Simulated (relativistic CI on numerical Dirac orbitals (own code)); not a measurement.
What each ingredient does to the levels of Au⁶⁰⁺

Base calculation: Dirac-Coulomb-Breit CI, orbitals from a KLI potential per configuration, model QED (radiative potential, 1s self-energy scaled to tabulated hydrogen-like ionisation energies), unscaled Slater integrals.

Configurations in the expansion (outside the closed core [Ne]): 3s2 3p6 3d, 3s2 3p5 3d2, 3s 3p6 3d2, 3s2 3p6 4s, 3s2 3p6 4p, 3s2 3p6 4d, 3s2 3p5 3d 4s, 3s2 3p6 4f, 3s2 3p5 3d 4p, 3p6 3d3, 3p5 3d4, 3p5 3d3 4s. Double excitations out of closed p, d and f shells are left out; levels of such configurations are missing from the list, as are those of other unlisted configurations, and high levels can miss mixing partners. These lack a partner that the ground configuration has and come out too high: 3s2 3p5 3d 4p.

The lowest level and the first level of each name with at least 55 % of one term (blank where a level has no safe partner in the second run):

```csv
Level,Base (eV),Shift (eV)
3s2 3p6 3d 2D_3/2,0.00,0.00
3s2 3p6 3d 2D_5/2,105.17,0.00
3s2 3p5 3d2 4D°_1/2,278.72,+2.55
3s2 3p5 3d2 4G°_9/2,379.12,+2.16
3s2 3p5 3d2 2H°_11/2,391.10,+0.91
3s2 3p5 3d2 2G°_9/2,410.45,-0.88
3s2 3p5 3d2 2F°_5/2,439.09,-3.67
3s2 3p5 3d2 2P°_1/2,446.20,-4.47
3s2 3p5 3d2 4G°_11/2,484.15,+1.74
3s 3p6 3d2 4F_3/2,995.98,+1.46
3s 3p6 3d2 4P_1/2,1028.99,-1.56
3s 3p6 3d2 4F_7/2,1097.75,+1.69
3s 3p6 3d2 4P_3/2,1109.87,+0.48
3s 3p6 3d2 2G_9/2,1115.75,-0.11
3s 3p6 3d2 2F_5/2,1119.28,-0.56
3s 3p6 3d2 2G_7/2,1125.61,-1.23
3s 3p6 3d2 2P_1/2,1134.17,-1.97
3s 3p6 3d2 4F_9/2,1205.47,+1.07
```

At this charge energies of transitions that change n are usually good to better than 1 %, and those within a shell (Δn = 0) to a few per cent.

(1) One thing was changed in a second run, which moved the levels as shown. Which?
A. one mean potential for all configurations
B. configuration mixing switched off
C. valence Slater integrals scaled by 0.9
D. Breit term removed
E. QED terms removed

## Answers

(1) C. Valence Slater integrals scaled by 0.9. Scaling acts on the splittings between terms and on the mixing, and leaves the fine structure of pure LS terms nearly alone; in jj coupling it moves the levels of one term differently.

LS names give the leading component of a level, which can be under half, so a name can repeat, a term be missing and a line seem to break the LS rules.
